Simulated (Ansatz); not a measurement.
CH4BBrSi (`BrC1B[SiH2]1`). Charge 0, multiplicity 1.

Z-matrix (Å, degrees):
```
C
B 1 1.472
Si 1 2.075 2 62.3
Br 1 1.913 2 125.0 3 -134.7
H 1 1.089 2 124.8 3 63.3
H 2 1.185 1 132.4 3 137.6
H 3 1.479 1 100.0 2 135.4
H 3 1.486 1 127.4 2 -98.9
```

(1) What are the harmonic wavenumbers in cm⁻¹ at PBE0-D4/def2-TZVP (Ansatz, finite differences of forces, unscaled)? (Estimate.)

(2) Is this a minimum?

(3) Give the ideal-gas thermochemistry at 298.15 K and 1 bar (rigid rotor, harmonic oscillator; point group C1, symmetry number 1).

(4) Rotational constants (cm⁻¹)?

## Answers

(1) Computed: 125, 232, 330, 440, 515, 573, 657, 695, 748, 789, 897, 963, 1153, 1277, 2225, 2264, 2718, 3155.

(2) Yes, all 18 modes are real.

(3) Zero-point energy 118.2 kJ/mol; H(298) − E = 135.4 kJ/mol; entropy 322.6 J/(mol·K), of which translation 170.0, rotation 112.6, vibration 40.1; G(298) − E = 39.2 kJ/mol.

(4) 0.4568, 0.04752, 0.04503.
